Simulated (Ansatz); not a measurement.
A run of Ansatz (development build ahead of 0.2.0) on singlet ICl at this shape:

```xyz
2

I     0.0000    0.0000   -0.6181
Cl    0.0000    0.0000    1.9271
```

Its results:

```json
{"Converged": "yes", "Total energy": "-756.15234 hartree", "Spin squared of the determinant": "0.000"}
```

(1) Which input gives this output? Name the method, the orbitals and the basis set, and write the input.

Answers

(1) RHF in def2-TZVP. The basis set brings a core potential for I, so the total leaves out those core electrons. An unrestricted run that stays on the closed shell gives the same numbers.

```yaml
crystal:
  periodic: [false, false, false]
  atoms:
    - { symbol: I, position_ang: [0.0, 0.0, -0.61813] }
    - { symbol: Cl, position_ang: [0.0, 0.0, 1.9271] }
basis:
  gaussian: { orbitals: def2-TZVP }
hamiltonian:
  xc: hf
```
